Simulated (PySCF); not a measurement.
**Computed properties of Be(I)(SeH) (BeHISe), SMILES [SeH][Be][I]**

Be(I)(SeH) (BeHISe), SMILES [SeH][Be][I]. Coordinates come from a r2SCAN-D4/def2-TZVP optimisation. The def2 effective core potentials stand for the cores of I; spin–orbit coupling is left out. The values are those of a single conformer. All values are computed for the isolated molecule unless a solvent is named; none is compared with measurement here.

**Structure.** The optimised structure has Cs symmetry. All 6 harmonic modes at r2SCAN-D4/def2-TZVP (PySCF) are real, so it is a minimum. With heavy atoms numbered as in [Be:1]([I:2])[SeH:3], the shortest bond between them is Be1–Se3 at 2.031 Å and the longest Be1–I2 at 2.171 Å.

**Vibrations.** The strongest infrared lines (harmonic, unscaled, degenerate partners summed) lie at 898 cm⁻¹ (308 km/mol, Be 95 %), 164 cm⁻¹ (16 km/mol, Be 84 %, H 12 %), 191 cm⁻¹ (11 km/mol, Be 96 %). The softest mode is at 164 cm⁻¹ and the zero-point energy is 6.3 kcal/mol.

**Electronic structure.** PBE0/def2-TZVPD (PySCF) places the frontier levels at -7.43 and -1.19 eV, a gap of 6.24 eV, and gives a dipole moment of 0.50 D and a mean polarisability of 80.9 bohr³.

**Excitations.** TDA-B3LYP/def2-SVPD (PySCF) has S1 at 4.59 eV (270 nm, f = 0.000, dark); the most intense of the 10 singlets computed lies at 5.85 eV (f = 0.26). T1 (TDA) is at 4.41 eV, 0.18 eV under S1. No vertical singlet excitation falls in the visible range (under 3.1 eV).
